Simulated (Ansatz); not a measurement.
Job for Ansatz (a quantum-chemistry and plane-wave program): R-B3LYP/def2-TZVPPD on CH6S (a complex), monomers drawn apart or pushed together. Files ending in .json are basis or fitting sets from the Basis Set Exchange.

Ansatz 0.2 input:
```yaml
crystal:
  periodic: [false, false, false]
  atoms:
    - {symbol: H, position_ang: [0.02957959, -0.32952898, 0.15438861]}
    - {symbol: H, position_ang: [0.37830172, -0.16103389, -0.48324705]}
    - {symbol: C, position_ang: [0.58985324, 1.06162782, 5.46356320]}
    - {symbol: S, position_ang: [-1.04774220, 0.26227383, 5.44718665]}
    - {symbol: H, position_ang: [0.59526713, 1.93584110, 6.11102615]}
    - {symbol: H, position_ang: [1.28274648, 0.32366364, 5.86435114]}
    - {symbol: H, position_ang: [0.90737349, 1.33179600, 4.45847290]}
    - {symbol: H, position_ang: [-1.73622316, 1.30427503, 4.95350386]}
basis:
  gaussian:
    orbitals: def2-TZVPPD.json
hamiltonian:
  xc: {name: B3LYP}
scf: {lower_state_search: off}
```

Program output:

```
WARN ansatz: RAYON_NUM_THREADS=2 ignored (pool sized by the plan → 2); use --threads N
Functional definition: B3LYP
these checks for a lower state are left out or cut short: stability, starts, cluster_reference, orbital_swaps, neighbouring_geometries, increment
integrals: 0.07 GiB planned
872 factors; their error is unknown
mean field: 0.71 GiB planned
mean field evaluation 1: about -11966.4605 eV, gradient 4.5e1 eV
mean field evaluation 2: about -11963.2378 eV, gradient 5.5e1 eV
mean field evaluation 4: about -11971.1969 eV, gradient 1.7e0 eV
mean field evaluation 8: about -11971.2013 eV, gradient 9.3e-2 eV
mean field evaluation 16: about -11971.2066 eV, gradient 9.7e-6 eV
mean field -11971.20663880 eV, -439.9337296006 hartree, gradient 2.1e-6 eV, S^2 0.000000; 0 other end points of the search recorded, 0 dependent functions left out
reference -11971.20695848 eV, -439.9337413486 hartree; 14, 14 occupied and 176, 176 virtual orbitals, 872 factors
Total energy: -11971.20695848 eV, -439.9337413486 hartree
Checks for a lower state left out: stability, starts, cluster_reference, orbital_swaps, neighbouring_geometries, increment
```

The run converged.

Cost: roughly 3 core-seconds.
